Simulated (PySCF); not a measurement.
Compound: C4H4F3O2 (charge -1).
Atom-mapped SMILES: `[O-:1][C@@H:2]1[CH2:3][C@@H:4]1[O:5][C:6]([F:7])([F:8])[F:9]`

Cartesian coordinates in Å at the GFN2-xTB level; atoms count from 1:
```
atom  x, y, z in Å
O1    -1.211   -0.893    1.836
C2    -1.371   -0.069    0.888
C3    -1.559   -0.445   -0.601
C4    -0.310    0.300   -0.206
O5     0.919   -0.471   -0.411
C6     1.961    0.030    0.147
F7     2.419    1.184   -0.467
F8     3.009   -0.815    0.048
F9     1.895    0.383    1.438
H10   -1.925    0.893    1.102
H11   -1.395   -1.483   -0.851
H12   -2.259    0.067   -1.252
H13   -0.177    1.319   -0.566
```

Probes without a nucleus sit at each ring's centroid and 1 Å off its mean plane on both sides; NICS is minus the shielding there, NICSzz its component along the normal. Level: GIAO PBE0/pcSseg-1 (PySCF, non-relativistic, gas phase) on the GFN2-xTB geometry, one conformer.

Ring bond lengths (Å), with Mayer bond orders in brackets: C2–C3 1.547 (0.81), C3–C4 1.507 (0.96), C4–C2 1.568 (0.75).

Q: What do the NICS probes read (ppm)?

A: 
| ring | type | NICS(0) | NICS(1), two faces | NICS(1)zz, two faces | rms pucker (Å) | centre to ring atoms, mean (Å) |
| --- | --- | --- | --- | --- | --- | --- |
| C2–C3–C4 | 3-membered carbocycle; formal bonds all single | -27.1 | -9.0 / -3.5 | -19.5 / -5.7 | 0.00 | 0.89 |

Q: What do they say, and how far can they be read as aromaticity?

A: 
- C2–C3–C4: mean NICS(1)zz -12.6 ppm, shielded. C2, C3, C4 have four or more neighbours, and the NICS criterion for π rings isn't applied. The two faces differ by 13.8 ppm, so no symmetry operation interchanges them. NICS(0) lies 21 ppm below the mean NICS(1).

Q: What is the mean of the two in-plane components of NICS at the first NICS(1) probe listed for ring C2–C3–C4, 1 Å off the ring?

A: The isotropic value is a third of the trace: (3 × -9.0 − (-19.5))/2 = -3.8 ppm.

Q: Give the inner angles of the rings and the Hirshfeld charges of the ring atoms.

A: 
- C2–C3–C4: C2 57.9° (-0.026 e), C3 61.7° (-0.165 e), C4 60.4° (-0.035 e); sum 180.0° against 180° for a flat convex ring.
